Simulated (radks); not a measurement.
Au2+, 77 electrons, occupied as [Xe] 4f14 5d8.5 6p0.5 (fractional occupations, a model configuration).

Calculated with a radial shooting solver on a logarithmic mesh with Libxc functionals: scalar-relativistic Kohn-Sham, BLYP, spin-polarised, spherical densities, finite nucleus; open shells are filled with parallel spins first (spin-orbit coupling, left out, can overturn this in heavy ions); Fermi nuclear charge, rms radius 5.4371 fm.

Energy parts (eV):
| part | energy |
|---|---|
| total | -517214.55 |
| kinetic | 578390.82 |
| electron-nucleus | -1284820.63 |
| Hartree | 199077.38 |
| exchange-correlation | -9862.11 |

Orbitals (lengths in bohr, moments of r in powers of bohr; <r^-3> diverges for s and p1/2; r(max) is where P^2 peaks; r(90%) holds 90 % of the orbital's charge):
| orbital | occ. | eigenvalue (eV) | <r^-3> | r(90%) | <r^2> | r(max) |
|---|---|---|---|---|---|---|
| 1s up | 1 | -80773.62 | - | 0.0308 | 0.0003933 | 0.01042 |
| 1s down | 1 | -80773.61 | - | 0.0308 | 0.0003933 | 0.01042 |
| 2s up | 1 | -14272.98 | - | 0.111 | 0.005996 | 0.06018 |
| 2s down | 1 | -14272.86 | - | 0.111 | 0.005996 | 0.06018 |
| 2p up | 3 | -12347.06 | 25490 | 0.105 | 0.005046 | 0.04981 |
| 2p down | 3 | -12346.96 | 25490 | 0.105 | 0.005046 | 0.04981 |
| 3s up | 1 | -3387.244 | - | 0.270 | 0.03867 | 0.1697 |
| 3s down | 1 | -3387.196 | - | 0.270 | 0.03867 | 0.1697 |
| 3p up | 3 | -2828.354 | 5829 | 0.277 | 0.03974 | 0.1690 |
| 3p down | 3 | -2828.300 | 5829 | 0.277 | 0.03974 | 0.1690 |
| 3d up | 5 | -2230.081 | 724.2 | 0.260 | 0.03291 | 0.1376 |
| 3d down | 5 | -2229.993 | 724.2 | 0.260 | 0.03291 | 0.1376 |
| 4s up | 1 | -754.0003 | - | 0.584 | 0.1870 | 0.3827 |
| 4s down | 1 | -753.8783 | - | 0.584 | 0.1870 | 0.3827 |
| 4p up | 3 | -570.6535 | 1403 | 0.629 | 0.2136 | 0.4027 |
| 4p down | 3 | -570.5386 | 1403 | 0.629 | 0.2136 | 0.4028 |
| 4d up | 5 | -350.2236 | 152.4 | 0.684 | 0.2429 | 0.4102 |
| 4d down | 5 | -350.0911 | 152.4 | 0.684 | 0.2428 | 0.4103 |
| 5s up | 1 | -132.8660 | - | 1.32 | 0.9603 | 0.8477 |
| 5s down | 1 | -132.0877 | - | 1.32 | 0.9574 | 0.8466 |
| 4f up | 7 | -105.5173 | 29.37 | 0.801 | 0.3016 | 0.3754 |
| 4f down | 7 | -105.3321 | 29.41 | 0.800 | 0.3007 | 0.3753 |
| 5p up | 3 | -84.1178 | 239.0 | 1.55 | 1.284 | 0.9515 |
| 5p down | 3 | -83.1740 | 240.5 | 1.54 | 1.280 | 0.9500 |
| 5d up | 5 | -29.7642 | 14.95 | 2.26 | 2.543 | 1.195 |
| 5d down | 3.5 | -28.7056 | 14.96 | 2.27 | 2.562 | 1.193 |
| 6p up | 0.5 | -15.9153 | 24.49 | 4.39 | 10.28 | 2.652 |
| 6p down | 0 | -15.3610 | 23.25 | 4.47 | 10.62 | 2.686 |

The highest occupied level is 6p up at -15.915 eV. The density falls to 0.001 e/bohr^3 at r = 3.81 bohr. Spin moment in Bohr magnetons: 2. Summed over all electrons, <r^2> = 45.42 bohr^2, which gives a Langevin (diamagnetic) susceptibility term of -36 x 10^-6 cm^3/mol.
